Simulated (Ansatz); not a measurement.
C2H5Te (SMILES [CH2][Te]C), doublet, geometry from GFN2-xTB (core potentials on Te), with bond 5-1 at 1.5 times its length.

Ansatz (a first-principles code) was given this input:
Ansatz 0.2 input:
```yaml
crystal:
  periodic: [false, false, false]
  atoms:
    - {symbol: C, position_ang: [1.63628114, -0.16585437, -0.82904269]}
    - {symbol: Te, position_ang: [-0.01981550, -0.03540149, 0.37245588]}
    - {symbol: C, position_ang: [-1.36879903, 0.28716843, -1.27405793]}
    - {symbol: H, position_ang: [2.58924560, -0.26141333, -0.34204773]}
    - {symbol: H, position_ang: [1.62533980, 0.61729643, -2.23983394]}
    - {symbol: H, position_ang: [-1.14282571, 1.22687019, -1.76038651]}
    - {symbol: H, position_ang: [-1.26973041, -0.52249177, -1.98431422]}
    - {symbol: H, position_ang: [-2.38016302, 0.31378203, -0.89278368]}
basis:
  gaussian:
    orbitals: def2-SV_P_.json
hamiltonian:
  xc: pbe
magnetization: {spin_polarized: true, initial_magnetization: 1}
```
The basis file holds def2-SV(P) in the JSON format of the Basis Set Exchange.

Task: Predict the number of basis functions from Ansatz with PBE/def2-SV(P).

Result: 64

Task: Give the <S^2> at the level PBE/def2-SV(P).

Result: 0.755

Task: What total energy does PBE/def2-SV(P) give?

Result: -346.8996 Eh
